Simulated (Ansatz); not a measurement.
A short molecular-dynamics run on CH6AlBOSi (`C[Si]1(O)[BH][AlH]1`).

```yaml
crystal:
  periodic: [false, false, false]
  atoms:
    - {symbol: C, position_ang: [-1.175877, -0.321006, 0.703385]}
    - {symbol: Si, position_ang: [0.597459, 0.247526, 0.461682]}
    - {symbol: O, position_ang: [1.086454, 0.587444, 1.996518]}
    - {symbol: B, position_ang: [1.434438, 0.343111, -1.178055]}
    - {symbol: Al, position_ang: [-0.176901, -0.309103, -2.082485]}
    - {symbol: H, position_ang: [-1.196941, -1.190277, 1.365733]}
    - {symbol: H, position_ang: [-1.758119, 0.476459, 1.172244]}
    - {symbol: H, position_ang: [-1.717124, -0.608990, -0.209543]}
    - {symbol: H, position_ang: [1.990655, 0.900479, 2.077272]}
    - {symbol: H, position_ang: [2.511967, 0.660671, -1.566478]}
    - {symbol: H, position_ang: [-1.530611, -0.843413, -2.719674]}
basis:
  gaussian: {orbitals: "6-31G*"}
hamiltonian: {xc: {name: r2SCAN}, dispersion: d3bjatm}
md: {timestep: 1 fs, n_steps: 50, ensemble: nvt_nose_hoover, temperature: 1000, initial_velocities: maxwell_boltzmann, seed: 578}
```

```sh
$ ansatz run in.yaml --threads 4 --pin off --events-out ev --progress --plain --max-ram 10444MiB
```

```json
{"step": "0", "time (fs)": "0.0", "potential energy (eV)": "-18327.2242", "kinetic (eV)": "1.1633", "T (K)": "1000", "conserved (eV)": "-18326.0609"}
{"step": "1", "time (fs)": "1.0", "potential energy (eV)": "-18327.1903", "kinetic (eV)": "1.1303", "T (K)": "972", "conserved (eV)": "-18326.0600"}
{"step": "2", "time (fs)": "2.0", "potential energy (eV)": "-18327.1093", "kinetic (eV)": "1.0534", "T (K)": "906", "conserved (eV)": "-18326.0558"}
{"step": "3", "time (fs)": "3.0", "potential energy (eV)": "-18327.0425", "kinetic (eV)": "0.9881", "T (K)": "849", "conserved (eV)": "-18326.0545"}
{"step": "4", "time (fs)": "4.0", "potential energy (eV)": "-18327.0121", "kinetic (eV)": "0.9554", "T (K)": "821", "conserved (eV)": "-18326.0568"}
{"step": "5", "time (fs)": "5.0", "potential energy (eV)": "-18326.9836", "kinetic (eV)": "0.9245", "T (K)": "795", "conserved (eV)": "-18326.0592"}
{"step": "6", "time (fs)": "6.0", "potential energy (eV)": "-18326.9187", "kinetic (eV)": "0.8609", "T (K)": "740", "conserved (eV)": "-18326.0581"}
{"step": "7", "time (fs)": "7.0", "potential energy (eV)": "-18326.8309", "kinetic (eV)": "0.7768", "T (K)": "668", "conserved (eV)": "-18326.0545"}
{"step": "8", "time (fs)": "8.0", "potential energy (eV)": "-18326.7690", "kinetic (eV)": "0.7156", "T (K)": "615", "conserved (eV)": "-18326.0540"}
{"step": "9", "time (fs)": "9.0", "potential energy (eV)": "-18326.7420", "kinetic (eV)": "0.6866", "T (K)": "590", "conserved (eV)": "-18326.0562"}
{"step": "10", "time (fs)": "10.0", "potential energy (eV)": "-18326.7210", "kinetic (eV)": "0.6650", "T (K)": "572", "conserved (eV)": "-18326.0572"}
{"step": "11", "time (fs)": "11.0", "potential energy (eV)": "-18326.6931", "kinetic (eV)": "0.6382", "T (K)": "549", "conserved (eV)": "-18326.0564"}
{"step": "12", "time (fs)": "12.0", "potential energy (eV)": "-18326.6707", "kinetic (eV)": "0.6176", "T (K)": "531", "conserved (eV)": "-18326.0550"}
{"step": "13", "time (fs)": "13.0", "potential energy (eV)": "-18326.6745", "kinetic (eV)": "0.6216", "T (K)": "534", "conserved (eV)": "-18326.0551"}
{"step": "14", "time (fs)": "14.0", "potential energy (eV)": "-18326.7009", "kinetic (eV)": "0.6465", "T (K)": "556", "conserved (eV)": "-18326.0571"}
{"step": "15", "time (fs)": "15.0", "potential energy (eV)": "-18326.7213", "kinetic (eV)": "0.6673", "T (K)": "574", "conserved (eV)": "-18326.0574"}
{"step": "16", "time (fs)": "16.0", "potential energy (eV)": "-18326.7301", "kinetic (eV)": "0.6778", "T (K)": "583", "conserved (eV)": "-18326.0562"}
{"step": "17", "time (fs)": "17.0", "potential energy (eV)": "-18326.7399", "kinetic (eV)": "0.6875", "T (K)": "591", "conserved (eV)": "-18326.0571"}
{"step": "18", "time (fs)": "18.0", "potential energy (eV)": "-18326.7418", "kinetic (eV)": "0.6900", "T (K)": "593", "conserved (eV)": "-18326.0572"}
{"step": "19", "time (fs)": "19.0", "potential energy (eV)": "-18326.7347", "kinetic (eV)": "0.6853", "T (K)": "589", "conserved (eV)": "-18326.0557"}
{"step": "20", "time (fs)": "20.0", "potential energy (eV)": "-18326.7380", "kinetic (eV)": "0.6894", "T (K)": "593", "conserved (eV)": "-18326.0557"}
{"step": "21", "time (fs)": "21.0", "potential energy (eV)": "-18326.7513", "kinetic (eV)": "0.7016", "T (K)": "603", "conserved (eV)": "-18326.0579"}
{"step": "22", "time (fs)": "22.0", "potential energy (eV)": "-18326.7448", "kinetic (eV)": "0.6945", "T (K)": "597", "conserved (eV)": "-18326.0593"}
{"step": "23", "time (fs)": "23.0", "potential energy (eV)": "-18326.6992", "kinetic (eV)": "0.6517", "T (K)": "560", "conserved (eV)": "-18326.0576"}
{"step": "24", "time (fs)": "24.0", "potential energy (eV)": "-18326.6411", "kinetic (eV)": "0.5976", "T (K)": "514", "conserved (eV)": "-18326.0547"}
{"step": "25", "time (fs)": "25.0", "potential energy (eV)": "-18326.6132", "kinetic (eV)": "0.5701", "T (K)": "490", "conserved (eV)": "-18326.0552"}
{"step": "26", "time (fs)": "26.0", "potential energy (eV)": "-18326.6078", "kinetic (eV)": "0.5626", "T (K)": "484", "conserved (eV)": "-18326.0585"}
{"step": "27", "time (fs)": "27.0", "potential energy (eV)": "-18326.5793", "kinetic (eV)": "0.5348", "T (K)": "460", "conserved (eV)": "-18326.0587"}
{"step": "28", "time (fs)": "28.0", "potential energy (eV)": "-18326.5216", "kinetic (eV)": "0.4810", "T (K)": "413", "conserved (eV)": "-18326.0559"}
{"step": "29", "time (fs)": "29.0", "potential energy (eV)": "-18326.4747", "kinetic (eV)": "0.4373", "T (K)": "376", "conserved (eV)": "-18326.0537"}
{"step": "30", "time (fs)": "30.0", "potential energy (eV)": "-18326.4716", "kinetic (eV)": "0.4345", "T (K)": "373", "conserved (eV)": "-18326.0545"}
{"step": "31", "time (fs)": "31.0", "potential energy (eV)": "-18326.5003", "kinetic (eV)": "0.4611", "T (K)": "396", "conserved (eV)": "-18326.0577"}
{"step": "32", "time (fs)": "32.0", "potential energy (eV)": "-18326.5142", "kinetic (eV)": "0.4747", "T (K)": "408", "conserved (eV)": "-18326.0591"}
{"step": "33", "time (fs)": "33.0", "potential energy (eV)": "-18326.4941", "kinetic (eV)": "0.4590", "T (K)": "395", "conserved (eV)": "-18326.0560"}
{"step": "34", "time (fs)": "34.0", "potential energy (eV)": "-18326.4834", "kinetic (eV)": "0.4515", "T (K)": "388", "conserved (eV)": "-18326.0541"}
{"step": "35", "time (fs)": "35.0", "potential energy (eV)": "-18326.5087", "kinetic (eV)": "0.4755", "T (K)": "409", "conserved (eV)": "-18326.0568"}
{"step": "36", "time (fs)": "36.0", "potential energy (eV)": "-18326.5346", "kinetic (eV)": "0.5013", "T (K)": "431", "conserved (eV)": "-18326.0584"}
{"step": "37", "time (fs)": "37.0", "potential energy (eV)": "-18326.5366", "kinetic (eV)": "0.5066", "T (K)": "435", "conserved (eV)": "-18326.0567"}
{"step": "38", "time (fs)": "38.0", "potential energy (eV)": "-18326.5366", "kinetic (eV)": "0.5102", "T (K)": "439", "conserved (eV)": "-18326.0548"}
{"step": "39", "time (fs)": "39.0", "potential energy (eV)": "-18326.5615", "kinetic (eV)": "0.5365", "T (K)": "461", "conserved (eV)": "-18326.0552"}
{"step": "40", "time (fs)": "40.0", "potential energy (eV)": "-18326.6058", "kinetic (eV)": "0.5809", "T (K)": "499", "conserved (eV)": "-18326.0570"}
{"step": "41", "time (fs)": "41.0", "potential energy (eV)": "-18326.6443", "kinetic (eV)": "0.6214", "T (K)": "534", "conserved (eV)": "-18326.0573"}
{"step": "42", "time (fs)": "42.0", "potential energy (eV)": "-18326.6717", "kinetic (eV)": "0.6512", "T (K)": "560", "conserved (eV)": "-18326.0574"}
{"step": "43", "time (fs)": "43.0", "potential energy (eV)": "-18326.6847", "kinetic (eV)": "0.6648", "T (K)": "571", "conserved (eV)": "-18326.0593"}
{"step": "44", "time (fs)": "44.0", "potential energy (eV)": "-18326.6611", "kinetic (eV)": "0.6452", "T (K)": "555", "conserved (eV)": "-18326.0580"}
{"step": "45", "time (fs)": "45.0", "potential energy (eV)": "-18326.6188", "kinetic (eV)": "0.6082", "T (K)": "523", "conserved (eV)": "-18326.0552"}
{"step": "46", "time (fs)": "46.0", "potential energy (eV)": "-18326.5965", "kinetic (eV)": "0.5879", "T (K)": "505", "conserved (eV)": "-18326.0556"}
{"step": "47", "time (fs)": "47.0", "potential energy (eV)": "-18326.5902", "kinetic (eV)": "0.5821", "T (K)": "500", "conserved (eV)": "-18326.0577"}
{"step": "48", "time (fs)": "48.0", "potential energy (eV)": "-18326.5688", "kinetic (eV)": "0.5624", "T (K)": "483", "conserved (eV)": "-18326.0586"}
{"step": "49", "time (fs)": "49.0", "potential energy (eV)": "-18326.5200", "kinetic (eV)": "0.5185", "T (K)": "446", "conserved (eV)": "-18326.0561"}
{"step": "50", "time (fs)": "50.0", "potential energy (eV)": "-18326.4815", "kinetic (eV)": "0.4861", "T (K)": "418", "conserved (eV)": "-18326.0523"}
```

Velocities are drawn at the set temperature; a run this short doesn't reach equilibrium.

Frames (Å, forces in eV/Å):

```xyz
11
time=0.0 fs
C    -1.176   -0.321    0.703   -0.049   -0.023   -0.051
Si    0.597    0.248    0.462    0.030   -0.038   -0.434
O     1.086    0.587    1.997   -0.262   -0.021    0.597
B     1.434    0.343   -1.178    0.004   -0.015   -0.148
Al   -0.177   -0.309   -2.082    0.077    0.019   -0.045
H    -1.197   -1.190    1.366   -0.018   -0.095    0.097
H    -1.758    0.476    1.172   -0.076    0.083    0.077
H    -1.717   -0.609   -0.210   -0.107   -0.043   -0.053
H     1.991    0.900    2.077    0.382    0.128   -0.007
H     2.512    0.661   -1.566    0.105    0.034   -0.014
H    -1.531   -0.843   -2.720   -0.085   -0.030   -0.018
11
time=3.0 fs
C    -1.162   -0.355    0.652   -1.127    1.643    0.145
Si    0.598    0.265    0.472    0.171   -0.106   -0.964
O     1.101    0.591    1.997    1.170    0.893    1.251
B     1.437    0.295   -1.148    0.288    0.006   -0.629
Al   -0.193   -0.299   -2.079    0.393    0.153    0.219
H    -1.142   -1.170    1.335   -0.089   -1.161    0.617
H    -1.697    0.464    1.219    0.248   -0.634   -0.578
H    -1.839   -0.623   -0.207    0.664    0.157    0.460
H     1.970    1.076    2.126   -1.414   -0.879   -0.469
H     2.497    0.589   -1.605    0.059    0.062    0.057
H    -1.475   -0.821   -2.817   -0.362   -0.132   -0.111
11
time=6.0 fs
C    -1.156   -0.380    0.602   -0.371   -0.153    2.118
Si    0.598    0.282    0.479    0.117   -0.194   -1.059
O     1.120    0.598    2.003   -0.955   -0.352    0.843
B     1.441    0.246   -1.123    0.624    0.028   -1.078
Al   -0.208   -0.288   -2.076    0.261    0.100    0.203
H    -1.095   -1.229    1.341   -0.197    0.283   -0.813
H    -1.621    0.407    1.224   -0.326   -0.022   -0.210
H    -1.909   -0.627   -0.171    0.567    0.007   -0.046
H     1.855    1.192    2.140    0.504    0.283   -0.176
H     2.487    0.522   -1.638   -0.048    0.066    0.165
H    -1.448   -0.808   -2.923   -0.177   -0.046    0.054
11
time=9.0 fs
C    -1.152   -0.405    0.567    0.707   -0.677    2.530
Si    0.599    0.298    0.483    0.054   -0.251   -1.042
O     1.135    0.604    2.014   -0.718   -0.150    0.675
B     1.450    0.198   -1.106    0.604   -0.015   -1.234
Al   -0.222   -0.277   -2.072    0.009   -0.017    0.038
H    -1.065   -1.274    1.288   -0.218    0.393   -0.866
H    -1.573    0.348    1.213   -0.820    0.619    0.402
H    -1.935   -0.630   -0.143   -0.005   -0.154   -0.803
H     1.765    1.323    2.136    0.158    0.034   -0.193
H     2.475    0.462   -1.659    0.094    0.117    0.144
H    -1.435   -0.800   -3.023    0.136    0.101    0.349
11
time=12.0 fs
C    -1.144   -0.433    0.549   -0.443    1.407    1.313
Si    0.600    0.314    0.484    0.082   -0.253   -0.929
O     1.146    0.609    2.029    0.182    1.287    0.488
B     1.464    0.149   -1.100    0.340   -0.058   -1.106
Al   -0.236   -0.266   -2.067   -0.003   -0.047   -0.004
H    -1.052   -1.297    1.171   -0.061   -1.066    0.501
H    -1.588    0.330    1.226   -0.358   -0.316   -0.186
H    -1.952   -0.642   -0.173    0.523    0.125   -0.377
H     1.688    1.449    2.116   -0.775   -1.394   -0.256
H     2.472    0.411   -1.667    0.297    0.158    0.058
H    -1.412   -0.783   -3.094    0.216    0.156    0.497
11
time=15.0 fs
C    -1.139   -0.453    0.542   -0.895    0.831    1.124
Si    0.602    0.328    0.482    0.143   -0.393   -0.633
O     1.158    0.620    2.046   -1.128   -0.736   -0.314
B     1.481    0.100   -1.102    0.218    0.011   -0.918
Al   -0.250   -0.255   -2.063    0.304    0.070    0.150
H    -1.046   -1.394    1.083   -0.128   -0.221    0.250
H    -1.635    0.289    1.227   -0.067   -0.765   -0.333
H    -1.926   -0.645   -0.238    0.821    0.281    0.021
H     1.561    1.483    2.078    0.544    0.744    0.161
H     2.491    0.374   -1.669    0.190    0.100    0.107
H    -1.372   -0.753   -3.123   -0.002    0.078    0.385
11
time=18.0 fs
C    -1.140   -0.468    0.542    0.242   -1.310    0.973
Si    0.603    0.342    0.478    0.202   -0.588   -0.339
O     1.164    0.629    2.061   -0.762    0.271   -0.745
B     1.500    0.051   -1.111    0.099    0.151   -0.643
Al   -0.263   -0.244   -2.058    0.826    0.270    0.408
H    -1.051   -1.507    1.016   -0.203    1.330   -0.342
H    -1.694    0.191    1.206   -0.442   -0.047    0.363
H    -1.836   -0.626   -0.305    0.283    0.148   -0.254
H     1.465    1.554    2.050    0.208   -0.142    0.308
H     2.526    0.344   -1.661   -0.058   -0.002    0.189
H    -1.333   -0.717   -3.122   -0.395   -0.080    0.082
11
time=21.0 fs
C    -1.139   -0.490    0.549    0.378   -0.315    0.159
Si    0.606    0.354    0.473    0.251   -0.737    0.006
O     1.166    0.639    2.073   -0.485    1.539   -1.078
B     1.519    0.004   -1.125   -0.305    0.245   -0.170
Al   -0.273   -0.232   -2.052    1.157    0.360    0.441
H    -1.071   -1.523    0.927    0.018    0.217    0.136
H    -1.786    0.083    1.210   -0.255    0.115    0.144
H    -1.719   -0.594   -0.392   -0.059    0.092   -0.096
H     1.391    1.616    2.050   -0.030   -1.335    0.405
H     2.558    0.315   -1.639   -0.079   -0.032    0.125
H    -1.328   -0.688   -3.112   -0.592   -0.149   -0.074
11
time=24.0 fs
C    -1.137   -0.514    0.558   -0.419    1.633   -0.532
Si    0.609    0.363    0.468    0.280   -0.868    0.363
O     1.165    0.655    2.079   -0.986   -0.960   -1.342
B     1.536   -0.042   -1.141   -0.780    0.293    0.325
Al   -0.280   -0.219   -2.044    1.014    0.246    0.042
H    -1.090   -1.528    0.849    0.244   -1.411    0.527
H    -1.896   -0.017    1.221    0.615   -0.123   -0.706
H    -1.605   -0.553   -0.482   -0.182    0.018    0.721
H     1.319    1.591    2.083    0.508    1.207    0.457
H     2.584    0.284   -1.606    0.051   -0.002   -0.001
H    -1.370   -0.670   -3.105   -0.345   -0.034    0.146
11
time=27.0 fs
C    -1.136   -0.529    0.563    0.274   -0.734   -0.449
Si    0.613    0.370    0.464    0.248   -0.852    0.600
O     1.158    0.668    2.078   -0.633    0.444   -1.226
B     1.547   -0.086   -1.155   -0.898    0.381    0.606
Al   -0.284   -0.205   -2.036    0.706    0.088   -0.444
H    -1.089   -1.622    0.809    0.212    0.738   -0.093
H    -1.960   -0.123    1.180    0.431    0.326   -0.376
H    -1.509   -0.512   -0.515   -0.555   -0.185    0.744
H     1.284    1.634    2.155    0.191   -0.307    0.229
H     2.614    0.251   -1.572   -0.022   -0.017   -0.029
H    -1.441   -0.655   -3.086    0.047    0.118    0.438
11
time=30.0 fs
C    -1.133   -0.548    0.564    1.373   -1.489   -0.436
Si    0.618    0.375    0.461    0.093   -0.817    0.659
O     1.149    0.684    2.070   -0.363    1.327   -0.794
B     1.550   -0.127   -1.163   -0.716    0.507    0.737
Al   -0.285   -0.190   -2.030    0.502    0.006   -0.581
H    -1.071   -1.667    0.765    0.178    1.211   -0.098
H    -1.992   -0.201    1.110   -0.244    0.768    0.459
H    -1.460   -0.486   -0.492   -0.822   -0.289   -0.220
H     1.266    1.660    2.245   -0.013   -1.323   -0.214
H     2.640    0.217   -1.540   -0.227   -0.072   -0.013
H    -1.510   -0.630   -3.030    0.239    0.173    0.501
11
time=33.0 fs
C    -1.122   -0.576    0.563    0.328    1.278   -0.641
Si    0.623    0.376    0.461   -0.095   -0.805    0.493
O     1.137    0.705    2.057   -0.588   -1.430   -1.217
B     1.548   -0.163   -1.166   -0.619    0.579    0.856
Al   -0.284   -0.176   -2.025    0.510    0.016   -0.293
H    -1.036   -1.627    0.716    0.225   -1.040    0.405
H    -2.032   -0.219    1.072    0.604    0.337    0.334
H    -1.477   -0.484   -0.482   -0.557   -0.309   -0.400
H     1.251    1.601    2.324    0.262    1.325    0.250
H     2.649    0.178   -1.510   -0.198   -0.073   -0.070
H    -1.560   -0.591   -2.933    0.127    0.123    0.282
11
time=36.0 fs
C    -1.108   -0.597    0.556   -0.431    1.391   -1.316
Si    0.628    0.376    0.462   -0.315   -0.798    0.000
O     1.122    0.720    2.039   -0.184    0.265   -0.149
B     1.541   -0.196   -1.162   -0.584    0.584    0.922
Al   -0.282   -0.161   -2.022    0.652    0.081    0.170
H    -0.984   -1.656    0.698   -0.019   -0.585    0.428
H    -2.025   -0.209    1.064    0.993   -0.086    0.336
H    -1.541   -0.509   -0.499    0.100   -0.389    0.397
H     1.254    1.613    2.413   -0.059   -0.471   -0.550
H     2.642    0.132   -1.486    0.026   -0.021   -0.170
H    -1.601   -0.542   -2.812   -0.180    0.027   -0.067
11
time=39.0 fs
C    -1.095   -0.609    0.541    0.464   -0.813   -1.305
Si    0.632    0.372    0.464   -0.544   -0.900   -0.563
O     1.106    0.737    2.019   -0.006    0.502    0.466
B     1.530   -0.223   -1.150   -0.221    0.613    0.828
Al   -0.278   -0.147   -2.017    0.533    0.102    0.410
H    -0.934   -1.727    0.715   -0.379    1.464    0.143
H    -1.941   -0.201    1.088    0.144    0.080    0.800
H    -1.598   -0.567   -0.487    0.377   -0.307    0.471
H     1.253    1.602    2.461   -0.151   -0.718   -0.818
H     2.635    0.083   -1.476    0.049   -0.025   -0.199
H    -1.656   -0.489   -2.694   -0.265    0.002   -0.232
11
time=42.0 fs
C    -1.081   -0.625    0.516    0.489    0.167    0.184
Si    0.634    0.366    0.463   -0.697   -1.002   -1.016
O     1.090    0.754    2.001   -0.418   -1.874   -0.566
B     1.516   -0.246   -1.132    0.427    0.633    0.547
Al   -0.272   -0.131   -2.012   -0.016    0.045    0.379
H    -0.911   -1.692    0.747   -0.080    0.400    0.248
H    -1.837   -0.188    1.175    0.125   -0.017    0.317
H    -1.629   -0.651   -0.441   -0.081   -0.039   -0.275
H     1.244    1.553    2.453    0.295    1.692    0.493
H     2.632    0.032   -1.483   -0.131   -0.076   -0.138
H    -1.731   -0.435   -2.595    0.088    0.072   -0.172
11
time=45.0 fs
C    -1.062   -0.639    0.493   -0.218    2.064    1.463
Si    0.634    0.357    0.460   -0.794   -0.974   -1.490
O     1.072    0.765    1.981    0.129    0.561    1.243
B     1.506   -0.265   -1.110    0.866    0.517    0.147
Al   -0.267   -0.116   -2.005   -0.565   -0.016    0.380
H    -0.894   -1.633    0.803    0.453   -1.456    0.494
H    -1.721   -0.178    1.285    0.295   -0.260   -0.831
H    -1.665   -0.738   -0.413   -0.313    0.198   -0.278
H     1.252    1.603    2.460   -0.203   -0.710   -0.898
H     2.618   -0.026   -1.502   -0.127   -0.054   -0.085
H    -1.799   -0.375   -2.510    0.478    0.129   -0.144
11
time=48.0 fs
C    -1.045   -0.641    0.479    0.017   -0.527    1.714
Si    0.632    0.345    0.452   -0.704   -0.798   -1.555
O     1.054    0.777    1.967   -0.041    0.007    1.026
B     1.503   -0.279   -1.086    0.971    0.302   -0.301
Al   -0.263   -0.100   -1.997   -0.711   -0.032    0.508
H    -0.844   -1.665    0.891    0.133    0.497   -0.554
H    -1.586   -0.186    1.333   -0.529    0.135   -0.653
H    -1.722   -0.810   -0.401    0.300    0.406    0.660
H     1.247    1.618    2.405   -0.071   -0.141   -0.535
H     2.595   -0.088   -1.528    0.100    0.029   -0.078
H    -1.828   -0.304   -2.438    0.534    0.121   -0.232
11
time=50.0 fs
C    -1.034   -0.643    0.477    0.426   -1.613    1.546
Si    0.629    0.336    0.443   -0.557   -0.595   -1.364
O     1.041    0.785    1.961   -0.538   -1.734    0.113
B     1.505   -0.287   -1.071    1.007    0.157   -0.640
Al   -0.261   -0.090   -1.991   -0.538   -0.027    0.639
H    -0.802   -1.677    0.930   -0.080    1.108   -0.959
H    -1.515   -0.187    1.333   -1.092    0.499    0.015
H    -1.750   -0.839   -0.368    0.455    0.442    0.698
H     1.239    1.615    2.338    0.367    1.597    0.319
H     2.583   -0.128   -1.550    0.201    0.074   -0.049
H    -1.823   -0.250   -2.400    0.350    0.092   -0.319
```

Hardware: 4 threads of a server CPU on a shared host. Wall time 2 min, peak host memory 0.21 GiB.
